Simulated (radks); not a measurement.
Fractional charge and spin in the 5p shell of ytterbium: the spin-up occupation runs from 2 to 3 and the spin-down occupation from 2 to 3; the fullest corner is Yb3+, [Kr] 4d10 4f(up 6.5, down 6.5) 5s2 5p(up 3, down 3). Calculated with a radial shooting solver on a logarithmic mesh with Libxc functionals: scalar-relativistic Kohn-Sham, LDA (Slater exchange, Perdew-Wang correlation), spin-polarised, spherical densities, finite nucleus; Fermi nuclear charge, rms radius of each element as measured or else 0.836 A^(1/3) + 0.57 fm. Energy (eV) minus the two flat planes that join the four corners (they meet along the diagonal where the two added fractions sum to one electron); zero is where a piecewise linear energy would lie.

down \ up       2    2.25     2.5    2.75       3
2           0.000  -1.441  -1.916  -1.433   0.000
2.25       -1.441  -1.861  -1.326   0.157  -1.377
2.5        -1.916  -1.326   0.209  -1.275  -1.831
2.75       -1.433   0.157  -1.275  -1.781  -1.368
3           0.000  -1.377  -1.831  -1.368   0.000

Corners above the fullest one (they belong to Yb4+ and the next ion): (up 3, down 2) 64.623 eV, (up 2, down 3) 64.623 eV, (up 2, down 2) 145.07 eV. With half an added electron in each spin the energy lies 0.209 eV from the planes, and with half an added electron in spin up alone -1.916 eV. The planes are only a guide here: the flat-plane condition holds for ground states with one frontier orbital, while this shell lies below other occupied shells, so the corners above the fullest one are inner-hole states and not the ground states of those ions.
